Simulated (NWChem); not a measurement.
# Total energies of CF

```
C
F 1 1.2719
```
Charge 0, spin multiplicity 2.

Program: NWChem. The geometry was optimised at UB3LYP/def2-SVP, a minimum by its harmonic frequencies.

Basis set: 3-21G (18 functions).

```tsv
method	total energy (Ha)
UHF	-136.42458
UMP2	-136.59664
UB2PLYP	-136.88725
UPBE	-136.87608
UB3LYP	-137.02352
UTPSS	-137.03962
```

Total energies of different functionals aren't comparable as a measure of quality: only differences taken within one method are. 

The correlated methods keep 2 core orbitals frozen. B3LYP has NWChem's definition, with VWN1-RPA local correlation. This spin state was chosen for the runs; another may lie lower. The structure started from a generated list of species. The unpaired electrons of the parent sit in orbitals of symmetry b2 (C2v labels of the run); other states weren't searched. No SCF solution was tested for a lower state. Open-shell Hartree-Fock references start from PBE0 orbitals.
